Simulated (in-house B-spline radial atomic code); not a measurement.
Ionising the mercury ion Hg⁶⁺ with different functionals

Computed with a radial B-spline atomic code at the basis-set limit: four-component Dirac-Coulomb Hamiltonian, Fermi nucleus of rms radius 5.4648 fm, spin-restricted, spherical fractional occupations for the functionals, and exact exchange of hybrids averaged over the configuration. The ionisation energy is the difference of two self-consistent energies, [Xe] 4f14 5d6 → [Xe] 4f14 5d5, without Breit or QED terms; ε is the level of the shell that loses the electron (mean over j). The electron is taken from both j subshells in proportion to 2j + 1, so the result is a j average, not the step between ground levels.

```csv
method,rung,ΔSCF (eV),-ε(5d) (eV)
B97-1,global hybrid,?,?
LC-wPBE,range-separated hybrid,97.70,94.37
HSE06,range-separated hybrid,97.73,91.15
wB97X,range-separated hybrid,?,?
```

Question: What does B97-1 give?

Answer: ΔSCF 97.75 eV, and -ε(5d) = 91.20 eV.

Question: What does wB97X give?

Answer: ΔSCF 97.51 eV, and -ε(5d) = 93.99 eV.

Question: Among the functionals, which spreads more, the ΔSCF values or the orbital energies?

Answer: The orbital energies: ΔSCF values span about 0.25 eV and the orbital energies 3.22 eV; here energy differences depend much less on the functional than eigenvalues do.

Question: How do they compare with the NIST value?

Answer: NIST lists 93 eV ± 2 (measured, ground level to ground level). Errors run from +4.51 to +4.75 eV. The correlated functionals all miss on the same side by more than they spread, so the cause is common to them (Breit-QED terms, spin polarisation, the choice among j levels, multiplet and fine-structure energies, or a listed next ion that isn't the cheapest removal here) and closeness doesn't rank the functionals.
